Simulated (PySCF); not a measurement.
**Correlation energy of N+ (nitrogen, charge +1)**

[He] 2s1 2p3, high-spin 5S determinant (an excited configuration). Calculation: PySCF 2.14, in dyall-av3z (15s9p3d2f, 71 functions); no relativity, point nucleus. Frozen: 1s2; 4 electrons correlated; the 13 highest virtual orbitals of each spin left out.

| level | correlation energy (mhartree) |
| --- | --- |
| CCSD | -33.79 |
| (T) | -0.20 |
| CCSD(T) | -33.99 |

Diagnostics: T1 = 0.0019, D1 = 0.0030, largest double amplitude 0.019.

Cost of the coupled-cluster step: about 3 core-seconds, for 4 correlated electrons.
